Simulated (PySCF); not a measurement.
CHClF2, SMILES FC(F)Cl. Atoms are numbered in the order given.

```xyz
5

F     -1.0271     0.1532     1.0790
C     -0.4447    -0.3585     0.0000
F     -1.0271     0.1532    -1.0790
Cl     1.2765     0.0499     0.0000
H     -0.5454    -1.4548     0.0000
```

Geometry optimised at PBE0-D3(BJ)/def2-SVP.

Computed with PBE0-D3(BJ)/def2-SVP in PySCF.

Frequencies are harmonic and unscaled.

```tsv
mode	ν (cm⁻¹)	IR (km/mol)	Raman (Å⁴/amu)	depolarisation	moving atoms (share of kinetic energy)
1	372	1.3	2.3	0.75	F 70 %, Cl 19 %, C 10 %
2	419	0.2	3.5	0.46	F 52 %, Cl 45 %
3	616	8.6	2.1	0.41	F 76 %, C 18 %
4	821	149.8	8.6	0.28	C 70 %, H 13 %, Cl 13 %
5	1174	234.3	1.9	0.18	C 57 %, F 39 %
6	1209	222.5	2.7	0.75	C 49 %, F 34 %, H 17 %
7	1328	84.1	4.2	0.75	H 84 %, C 14 %
8	1399	48.4	4.4	0.75	H 76 %, C 22 %
9	3145	25.2	83.9	0.22	H 92 %, C 8 %
```
